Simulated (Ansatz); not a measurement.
`CB(N)[SiH3]` + H₂S → `CB(N)S` + SiH₄ at 298.15 K and 1 bar (cleavage of the B–Si bond).

Program: Ansatz. Geometries: PBE0-D4/def2-TZVP. ΔE: electronic, gas phase. CCSD(T)/CBS adds triple-zeta CCSD(T) − MP2 to the extrapolated MP2 energy (def2 sets, frozen cores). This one scheme is used for every species. Each species was taken in one conformer, which may not be the lowest.

```json
{"species": "`CB(N)[SiH3]`", "CCSD(T)/CBS energy (Eh)": "-411.48616", "H − E (kJ/mol)": "264.7", "S (J/(mol·K))": "336.0"}
{"species": "H₂S", "CCSD(T)/CBS energy (Eh)": "-398.97279", "H − E (kJ/mol)": "49.9", "S (J/(mol·K))": "205.7"}
{"species": "`CB(N)S`", "CCSD(T)/CBS energy (Eh)": "-519.02643", "H − E (kJ/mol)": "223.2", "S (J/(mol·K))": "321.3"}
{"species": "SiH₄", "CCSD(T)/CBS energy (Eh)": "-291.46306", "H − E (kJ/mol)": "92.1", "S (J/(mol·K))": "204.8"}
```

H − E and S are ideal-gas, rigid-rotor, harmonic terms from PBE0-D4/def2-TZVP, for one conformer and one mirror image of each species. 1 Eh = 2625.50 kJ/mol, R = 8.31446 J/(mol·K).

Question: By hand: ΔE, ΔH, ΔS and ΔG.

Answer: ΔE = (-519.02643) + (-291.46306) − (-411.48616) − (-398.97279) = -0.03054 Eh = -80.2 kJ/mol. Δ(H − E) = 223.2 + 92.1 − 264.7 − 49.9 = 0.7, so ΔH = -79.5 kJ/mol. ΔS = 321.3 + 204.8 − 336.0 − 205.7 = -15.6 J/(mol·K). ΔG = -79.5 − 298.15 × (-15.6)/1000 = -74.8 kJ/mol.

Question: By hand: the equilibrium constant, and the temperature at which ΔG would vanish if ΔH and ΔS stayed fixed.

Answer: log₁₀ K = −ΔG/(RT ln 10) = 13.1. ΔG = 0 at ΔH/ΔS = 5096 K, far beyond where these terms or the molecules hold.

ΔH outweighs TΔS. A doubt of 5 kJ/mol in ΔE shifts log₁₀ K by 0.9 here. Other conformers and mirror images would add mixing entropy, several J/(mol·K) or more a flexible species. Modes under 60 cm⁻¹, often nearly free rotors, make the harmonic entropy too high. These are equilibria of isolated gas molecules and say nothing of rates. Largest T1 diagnostic: 0.013 (customary marks: 0.02 for closed shells, 0.045 for open ones).
